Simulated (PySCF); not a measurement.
CH3S (SMILES [CH2]S), doublet, geometry from GFN2-xTB; CASSCF(5,7)/6-31G* (PySCF).

Input for PySCF:
```python
from pyscf import gto, scf, mcscf
import numpy

mol = gto.M(
    atom='''
C     0.081337    1.122037   -0.125507
S    -0.072916   -0.562038    0.133098
H     0.801812   -0.957823   -0.794812
H    -0.532767    1.739243    0.497872
H     0.409589    1.478970   -1.079581
''',
    basis='6-31g*',
    charge=0,
    spin=1,
    verbose=4,
)

mf = scf.ROHF(mol)
mf.kernel()
mc = mcscf.CASSCF(mf, 7, 5)
mc.fix_spin_(ss=0.75)
mc.kernel()
occ = numpy.linalg.eigvalsh(mc.fcisolver.make_rdm1(mc.ci, mc.ncas, mc.nelecas))[::-1]
ss = mc.fcisolver.spin_square(mc.ci, mc.ncas, mc.nelecas)[0]
print('natural occupations', occ.round(4), ' <S^2>', round(ss, 4))
```

What the program printed (banner, timings and long lists left out):

```
PySCF version 2.14.0

[INPUT] verbose = 4
[INPUT] num. atoms = 5
[INPUT] num. electrons = 25
[INPUT] charge = 0
[INPUT] spin (= nelec alpha-beta = 2S) = 1
[INPUT] symmetry False subgroup None
[INPUT] Mole.unit = angstrom
[INPUT] Symbol           X                Y                Z      unit          X                Y                Z       unit  Magmom
[...]
nuclear repulsion = 51.0672435128121
number of shells = 20
number of NR pGTOs = 90
number of NR cGTOs = 38
basis = 6-31g*
ecp = {}

******** <class 'pyscf.scf.rohf.ROHF'> ********
method = ROHF
initial guess = minao
damping factor = 0
level_shift factor = 0
DIIS = <class 'pyscf.scf.diis.CDIIS'>
diis_start_cycle = 1
diis_space = 8
diis_damp = 0
SCF conv_tol = 1e-09
SCF conv_tol_grad = None
SCF max_cycles = 50
direct_scf = True
direct_scf_tol = 1e-13
num. doubly occ = 12  num. singly occ = 1
Set gradient conv threshold to 3.16228e-05
init E= -437.138810615455
[...]
cycle= 1 E= -437.034039899486  delta_E= 0.105  |g|= 0.233  |ddm|= 1.46
[...]
cycle= 2 E= -437.060482450099  delta_E= -0.0264  |g|= 0.0736  |ddm|= 0.277
[...]
cycle= 3 E= -437.063917081691  delta_E= -0.00343  |g|= 0.0389  |ddm|= 0.101
[...]
cycle= 4 E= -437.064797757973  delta_E= -0.000881  |g|= 0.00961  |ddm|= 0.0538
[...]
cycle= 5 E= -437.064926948386  delta_E= -0.000129  |g|= 0.00463  |ddm|= 0.0227
[...]
cycle= 6 E= -437.06494720526  delta_E= -2.03e-05  |g|= 0.000733  |ddm|= 0.0123
[...]
cycle= 7 E= -437.06494769532  delta_E= -4.9e-07  |g|= 0.000198  |ddm|= 0.00161
[...]
cycle= 8 E= -437.064947726704  delta_E= -3.14e-08  |g|= 6.05e-05  |ddm|= 0.000522
[...]
cycle= 9 E= -437.064947730742  delta_E= -4.04e-09  |g|= 2.11e-05  |ddm|= 0.000181
[...]
cycle= 10 E= -437.064947731479  delta_E= -7.36e-10  |g|= 6.1e-06  |ddm|= 9.67e-05
[...]
Extra cycle  E= -437.064947731523  delta_E= -4.44e-11  |g|= 3.4e-06  |ddm|= 1.53e-05
converged SCF energy = -437.064947731523

******** <class 'pyscf.mcscf.mc1step.CASSCF'> ********
CAS (3e+2e, 7o), ncore = 10, nvir = 21
max_cycle_macro = 50
max_cycle_micro = 4
conv_tol = 1e-07
conv_tol_grad = None
orbital rotation max_stepsize = 0.02
orbital rotation threshold for CI restart = 0.01
augmented hessian ah_max_cycle = 30
augmented hessian ah_conv_tol = 1e-12
augmented hessian ah_linear dependence = 1e-14
augmented hessian ah_level shift = 1e-08
augmented hessian ah_start_tol = 2.5
augmented hessian ah_start_cycle = 3
augmented hessian ah_grad_trust_region = 3
kf_trust_region = 3
kf_interval = 4
ci_response_space = 4
[...]
CASCI E = -437.071597206679  S^2 = 0.7500000
[...]
               |grad[o]|=8.2e-05  |grad[c]|=0.00065  |ddm|=7.88e-05  |maxRot[o]|=0.0033
macro iter  24 (  3 JK    1 micro), CASSCF E = -437.110825958272  dE = -4.25259543e-07  S^2 = 0.7500000
               |grad[o]|=7.09e-05  |grad[c]|=0.000601  |ddm|=7.09e-05  |maxRot[o]|=0.00306
macro iter  25 (  3 JK    1 micro), CASSCF E = -437.110826320498  dE = -3.62225762e-07  S^2 = 0.7500000
               |grad[o]|=6.71e-05  |grad[c]|=0.000554  |ddm|=6.59e-05  |maxRot[o]|=0.00281
macro iter  26 (  3 JK    1 micro), CASSCF E = -437.110826628163  dE = -3.07665687e-07  S^2 = 0.7500000
               |grad[o]|=6.12e-05  |grad[c]|=0.00051  |ddm|=6.03e-05  |maxRot[o]|=0.0026
macro iter  27 (  3 JK    1 micro), CASSCF E = -437.110826888773  dE = -2.60609340e-07  S^2 = 0.7500000
               |grad[o]|=5.74e-05  |grad[c]|=0.000469  |ddm|=5.57e-05  |maxRot[o]|=0.0024
macro iter  28 (  3 JK    1 micro), CASSCF E = -437.110827108937  dE = -2.20163827e-07  S^2 = 0.7500000
               |grad[o]|=5.17e-05  |grad[c]|=0.00043  |ddm|=5.07e-05  |maxRot[o]|=0.00221
macro iter  29 (  3 JK    1 micro), CASSCF E = -437.110827294442  dE = -1.85505257e-07  S^2 = 0.7500000
               |grad[o]|=4.84e-05  |grad[c]|=0.000395  |ddm|=4.66e-05  |maxRot[o]|=0.00203
macro iter  30 (  3 JK    1 micro), CASSCF E = -437.110827450358  dE = -1.55916325e-07  S^2 = 0.7500000
               |grad[o]|=4.37e-05  |grad[c]|=0.000362  |ddm|=4.25e-05  |maxRot[o]|=0.00187
macro iter  31 (  3 JK    1 micro), CASSCF E = -437.110827581096  dE = -1.30737760e-07  S^2 = 0.7500000
               |grad[o]|=4.05e-05  |grad[c]|=0.000331  |ddm|=3.89e-05  |maxRot[o]|=0.00171
macro iter  32 (  3 JK    1 micro), CASSCF E = -437.110827690498  dE = -1.09401640e-07  S^2 = 0.7500000
               |grad[o]|=3.69e-05  |grad[c]|=0.000302  |ddm|=3.55e-05  |maxRot[o]|=0.00156
macro iter  33 (  3 JK    1 micro), CASSCF E = -437.110827781869  dE = -9.13714757e-08  S^2 = 0.7500000
               |grad[o]|=3.4e-05  |grad[c]|=0.000276  |ddm|=3.25e-05  |maxRot[o]|=0.00143
1-step CASSCF converged in  33 macro (280 JK  66 micro) steps
CASSCF canonicalization
Density matrix diagonal elements [1.97035698 1.97318233 1.00526623 0.01371484 0.02043766 0.006748
 0.01029397]
CASSCF energy = -437.110827781869
CASCI E = -437.110827781869  E(CI) = -6.42403621354993  S^2 = 0.7500000
natural occupations [1.9768 1.9706 1.002  0.0276 0.01   0.008  0.0049]  <S^2> 0.75
```
